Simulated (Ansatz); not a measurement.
`[BH2][AlH][O]C` + `[SiH3][SiH2]SCS` → `C[O][AlH][SiH2][SiH3]` + `BSCS`  (redistribution)

Computed with Ansatz on PBE0-D4/def2-TZVP structures; ΔE is electronic, products minus reactants. CCSD(T)/CBS is the MP2 limit (def2-TZVPP, def2-QZVPP) plus CCSD(T) − MP2 in def2-TZVPP, frozen cores. DFT in def2-TZVPP. B3LYP here is the variant with VWN-RPA as its local correlation; programs differ in this. One conformer a species, not always the lowest.

(1) Is it downhill or uphill in electronic energy at CCSD(T)/CBS, and by how much? (Best estimate.)

(2) What do these levels give: PBE-D4, ωB97M-V, B2PLYP, B3LYP, MP2/def2-QZVPP, MP2/CBS(def2)? (Best estimate.)

Largest T1 diagnostic among the species: 0.014.

Results:

(1) Computed: Downhill: ΔE = -95.9 kJ/mol.

(2) Ansatz gave: PBE-D4 -111.2, ωB97M-V -94.1, B2PLYP -103.1, B3LYP -106.5, MP2/def2-QZVPP -95.1, MP2/CBS(def2) -93.1 kJ/mol.

In def2-TZVPP, CCSD(T) changes the Hartree–Fock value by −14.7 kJ/mol (the triples alone add −3.4 kJ/mol) and MP2 by −11.9 kJ/mol. The D4 term adds +8.7 kJ/mol with B3LYP and +4.5 kJ/mol with PBE0; it sums over pairs of atoms, weighted by their polarisabilities, and B3LYP, whose exchange is more repulsive, gets the larger term.
